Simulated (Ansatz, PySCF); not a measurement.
Energy difference R1 + R2 → P1, each structure at its B3LYP-D3(BJ)/def2-TZVP stationary point, reached from a drawn start (curvature not checked).
P1: H2O2S2 (SMILES OSSO), charge 0, multiplicity 1.
R1, H2S (SMILES S) (charge 0, multiplicity 1):
```xyz
3

S      0.0000     0.0000     0.6187
H      0.0000     0.9702    -0.3093
H      0.0000    -0.9702    -0.3093
```
R2: SO2 (SMILES O=S=O), charge 0, multiplicity 1.

P less R. No zero-point or thermal terms. One arrangement of each flexible species, with no search for the lowest.

Frozen-core correlation throughout. CBS(a, b) extrapolates the correlation energy as X⁻³ and adds the Hartree–Fock energy of set b.

The values were computed with Ansatz (Gaussian basis) for Hartree–Fock, density functionals and correlated methods; PySCF for M06-2X and the D3/D4 terms. Each number belongs to the level named beside it.

```csv
level,reaction energy (kcal/mol)
HF/cc-pV(T+d)Z,6.70
BLYP-D3(BJ)/def2-TZVPP,3.92
revPBE-D4/def2-TZVPP,1.44
r2SCAN/def2-TZVPP,3.36
PBE0/def2-TZVPP,0.48
M06-2X/def2-TZVPP,-1.90
wB97X-V/def2-TZVPP,3.27
wB97M-V/def2-TZVPP,2.77
"CCSD(T)/CBS(cc-pV(T+d)Z, cc-pV(Q+d)Z)",…
```

**Question.** Some entries are withheld; supply them.

**Answer.** 
- CCSD(T)/CBS(cc-pV(T+d)Z, cc-pV(Q+d)Z), reaction energy (kcal/mol): 6.81

Ansatz is a quantum-chemistry and plane-wave program.
